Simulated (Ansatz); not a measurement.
Start from `N[SiH](O)CBr` and change one element to get `N[SiH](O)CCl`.

Ansatz, PBE0-D4/def2-TZVP geometries, multiplicity 1. Each molecule was computed in one conformer, which needn't be the lowest.

Scalar relativity is left out up to krypton.

| property | `N[SiH](O)CBr` |
| --- | --- |
| size of the dipole moment (B3LYP/def2-TZVPP) / D | 1.85 |
| HOMO energy (B3LYP/def2-TZVPP) / eV | -7.36 |
| HOMO–LUMO gap (B3LYP/def2-TZVPP) / eV | 6.85 |
| HOMO energy (ωB97M-V/def2-TZVPP) / eV | -9.84 |
| LUMO energy (ωB97M-V/def2-TZVPP) / eV | 1.70 |
| HOMO–LUMO gap (ωB97M-V/def2-TZVPP) / eV | 11.54 |

Q: What does the change do to each property? (Estimate.)

A: Ansatz gave: 
```tsv
property	`N[SiH](O)CCl`	shift
size of the dipole moment (B3LYP/def2-TZVPP) / D	0.97	-0.88
HOMO energy (B3LYP/def2-TZVPP) / eV	-7.47	-0.11
HOMO–LUMO gap (B3LYP/def2-TZVPP) / eV	7.41	0.56
HOMO energy (ωB97M-V/def2-TZVPP) / eV	-10.13	-0.29
LUMO energy (ωB97M-V/def2-TZVPP) / eV	2.03	0.33
HOMO–LUMO gap (ωB97M-V/def2-TZVPP) / eV	12.16	0.62
```

With PBE0 the HOMO falls by 0.13 eV and the LUMO rises by 0.46 eV, so the gap widens by about 0.59 eV. PBE moves the HOMO by 0.04 eV and ωB97M-V by -0.29 eV. Dipoles are sizes alone; their direction can turn.

B3LYP here is the variant with VWN-RPA as its local correlation; programs differ in this.

Spin–orbit coupling is left out; it splits and shifts lone-pair levels of the heavy atoms by tenths of an eV.
